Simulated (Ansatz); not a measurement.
`C[NH][GeH2][CH3]` + CH₃SH → `C[S][GeH2][CH3]` + CH₃NH₂ at 500 K and 1 bar (ligand exchange at a Ge–N bond).

Computed with Ansatz on PBE0-D4/def2-TZVP structures; ΔE is electronic, products minus reactants. CBS: MP2 limit from def2 TZ/QZ plus the TZ coupled-cluster correction, frozen cores. This one scheme is used for every species. For Ge outer-core shells are correlated without core-valence functions, which leaves a few kJ/mol of doubt a bond. Scalar relativity is left out up to krypton. One conformer a species, not always the lowest.

```csv
species,CCSD(T)/CBS energy (Eh),H − E (kJ/mol),S (J/(mol·K))
`C[NH][GeH2][CH3]`,-2212.33836,328.5,420.1
CH₃SH,-438.22835,145.1,283.7
`C[S][GeH2][CH3]`,-2554.83183,289.9,433.3
CH₃NH₂,-95.75281,191.8,270.3
```

H − E and S are ideal-gas, rigid-rotor, harmonic terms from PBE0-D4/def2-TZVP, for one conformer and one mirror image of each species. 1 Eh = 2625.50 kJ/mol, R = 8.31446 J/(mol·K).

Q: By hand: ΔE, ΔH, ΔS and ΔG.

A: ΔE = (-2554.83183) + (-95.75281) − (-2212.33836) − (-438.22835) = -0.01793 Eh = -47.1 kJ/mol. Δ(H − E) = 289.9 + 191.8 − 328.5 − 145.1 = 8.1, so ΔH = -39.0 kJ/mol. ΔS = 433.3 + 270.3 − 420.1 − 283.7 = -0.2 J/(mol·K). ΔG = -39.0 − 500 × (-0.2)/1000 = -38.9 kJ/mol.

Q: By hand: the equilibrium constant, and the temperature at which ΔG would vanish if ΔH and ΔS stayed fixed.

A: log₁₀ K = −ΔG/(RT ln 10) = 4.1. ΔG = 0 at ΔH/ΔS = 195000 K, far beyond where these terms or the molecules hold.

The number of gas molecules stays the same, so ΔS is small and ΔH decides. A doubt of 5 kJ/mol in ΔE shifts log₁₀ K by 0.5 here. Other conformers and mirror images would add mixing entropy, several J/(mol·K) or more a flexible species. Modes under 60 cm⁻¹, often nearly free rotors, make the harmonic entropy too high. These are equilibria of isolated gas molecules and say nothing of rates. Largest T1 diagnostic: 0.010 (customary marks: 0.02 for closed shells, 0.045 for open ones).
